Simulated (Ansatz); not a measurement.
Species: CuCl, net charge 0, triplet state. The spin state was set by rule; other spins were not relaxed. 
Coordinates optimised at B3LYP-D3(BJ)/def2-TZVP (Ansatz, a quantum-chemistry and plane-wave program):
```xyz
2

Cu     0.0000     0.0000    -0.8051
Cl     0.0000     0.0000     1.3733
```
Charge 0, spin multiplicity 3.

Basis-set convergence of Hartree-Fock and MP2 correlation energies (hartree) with Ansatz. Cores are frozen in the correlated levels unless marked. Open shells are spin-unrestricted. No spin-orbit coupling. Frozen are the shells of the preceding noble gas and the d and f shells that filled before the atom's block. No relativistic terms.

| basis | functions | E(HF) | E(corr, MP2) |
|---|---|---|---|
| def2-SVPD | 61 | -2098.09932 | -0.35088 |
| def2-TZVPPD | 118 | -2098.48335 | -0.57115 |
| def2-QZVPPD | 179 | -2098.53836 | -0.61678 |

Extrapolating the two largest sets (X = 3 and 4) as X^-3: E(corr) = (64·(-0.61678) - 27·(-0.57115))/37 = -0.6501 Eh, an estimate of the basis-set limit. The largest set recovers 94.9 % of it, the smallest 54.0 %.
